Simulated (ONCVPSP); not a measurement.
Transferability test, ONCV potential for V

vanadium, optimised norm-conserving Vanderbilt (ONCV), made with ONCVPSP 4.0.1 (PW91, scalar-relativistic). Core [Ar], reference 3d3 4s1.5 4p0.5. Waves: 4s: rc 2.80 bohr, ncon 3, nbas 7, qcut 2.1 1/bohr, 3 projectors, debl 0.5 Ha; 4p: rc 3.95 bohr, ncon 5, nbas 10, qcut 2.1 1/bohr, 2 projectors, debl 3.8 Ha; 3d: rc 1.40 bohr, ncon 4, nbas 8, qcut 10.9 1/bohr, 2 projectors, debl 2.4 Ha. Local part: polynomial inside 1.35 bohr (lpopt 2, dvloc0 0 Ha). Core correction: polynomial model core, fcfact 0.35.

Energies are relative to the spin-unpolarised reference configuration 3d3 4s1.5 4p0.5; without spin polarisation the order of configurations can differ from experiment.

| valence configuration | charge | ΔE all-electron (eV) | error AE − PS (meV) |
| --- | --- | --- | --- |
| 3d3 4s1 4p0 | +1 | 6.129 | -5.8 |
| 3d3 4s0 4p0 | +2 | 20.453 | -46 |
| 3d2 4s2 4p0 | +1 | 9.397 | -152 |

Question: What are ΔE and the potential's error for 3d3 4s2 4p0?

Answer: ΔE = -1.657 eV all-electron; the error (AE − PS) is -0.6 meV.

Note: no bound ghost flagged; GHOST(+) flagged for s at 56.6 eV, p at 106.6 eV.
